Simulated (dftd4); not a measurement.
Cl3Y, singlet, at a GFN2-xTB geometry (such geometries of metal compounds can be far from the true shape); D4 for pbe in dftd4 4.2.0.

Here is a job for dftd4.
```
$ dftd4 mol.xyz --func pbe --charge 0 --json dftd4.json --noedisp --property

# file mol.xyz
4

Y      0.23273299     0.60598762     0.37640734
Cl     1.71306890    -0.82911873    -0.86829729
Cl    -0.87640660    -1.25795858     1.42317771
Cl    -1.37057916     0.69687040    -1.41840315
```

It wrote (shortened):

```
                    ____  _____ _____     ____  _  _
      -------------|  _ \|  ___|_   _|---|  _ \| || |------------
     |             | | | | |_    | | ___ | | | | || |_           |
     |             | |_| |  _|   | ||___|| |_| |__   _|          |
     |             |____/|_|     |_|     |____/   |_|            |
     |             ===================================           |
     |            E. Caldeweyher, S. Ehlert & S. Grimme          |
     |          Mulliken Center for Theoretical Chemistry        |
     |                    University of Bonn                     |
      -----------------------------------------------------------

Rational (Becke-Johnson) damping: pbe-D4-ATM
---------------------
  s6         1.0000
  s8         0.9595
  s9         1.0000
  a1         0.3857
  a2         4.8069
 alp        16.0000
--------------------

Atomic data, radii in Ångström:
------------------------------------------------------
   Z          R(cov)      r4/r2   hardness         EN
------------------------------------------------------
  39 Y        1.9600     4.2187     0.1936     1.2200
  17 Cl       1.3200     1.9735     0.4312     3.1600
------------------------------------------------------

Atomic reference systems (in atomic units):
----------------------------------------------------------------------------
   Z        #      CN     q+Z       C6(AA)   #      CN     q+Z       C6(AA)
----------------------------------------------------------------------------
  39 Y      1  0.0000 11.0000    2460.7777   2  1.6167 11.5762     896.5682
            3  2.4400 11.7231     237.2030
  17 Cl     1  0.0000 17.0000      92.6806   2  0.8444 16.8495     101.8771
----------------------------------------------------------------------------

Atomic properties (in atomic units):
----------------------------------------------------------------------------
     #    Z              CN          q      C6(AA)        C8(AA)   alpha(0)
----------------------------------------------------------------------------
     1   39 Y        2.1622     1.0923    305.5189    58251.2198    48.5913
     2   17 Cl       0.7214    -0.3641    108.5865     4530.6156    15.9263
     3   17 Cl       0.7214    -0.3641    108.5865     4530.6156    15.9263
     4   17 Cl       0.7214    -0.3641    108.5865     4530.6156    15.9263
----------------------------------------------------------------------------

Molecular properties (in atomic units):
----------------------------------------
 molecular C6                2278.3586
 molecular C8              187822.4912
----------------------------------------

Dispersion energy:      -5.4862509870481E-03 Eh

[Info] JSON dump of results written to 'dftd4.json'
```
